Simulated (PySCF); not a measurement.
**Cl²⁺: ionisation energy**

Cl²⁺ [Ne] 3s2 3p3 (4S) → Cl³⁺ [Ne] 3s2 3p2 (3P), as a difference of total energies. Calculation: PySCF 2.14, in an uncontracted even-tempered set (21 s from 0.054 bohr⁻², ratio 2.5; 13 p from 0.071 bohr⁻², ratio 2.5; 5 d from 0.92 bohr⁻², ratio 2.7; 5 f from 1.4 bohr⁻², ratio 2.7); the spin-free X2C one-electron Hamiltonian (Gaussian nucleus). Correlated levels: outer shells: 1s2 frozen; virtual orbitals above 40 to 60 times the deepest correlated orbital energy dropped. The calculations carry no spin-orbit coupling.

| method | ionisation energy (eV) |
| --- | --- |
| UHF | 38.979 |
| LDA | 39.666 |
| PBE | 39.582 |
| PBE0 | 39.665 |
| r2SCAN | 39.843 |
| B3LYP | 39.541 |
| MP2 (outer shells) | 39.488 |

Q: Estimate what SCS-MP2 (outer shells) gives.

A: 39.319 eV, closest to MP2 (outer shells) among the rows shown.

Q: Estimate what r2SCANh gives.

A: 39.837 eV, closest to r2SCAN among the rows shown.

A first-order spin-orbit estimate (lowest level to lowest level, LS coupling) adds -0.101 eV.

For comparison: 39.8 ± 0.11 eV (semi-empirical (NIST evaluation); NIST Atomic Spectra Database, ionization energies).
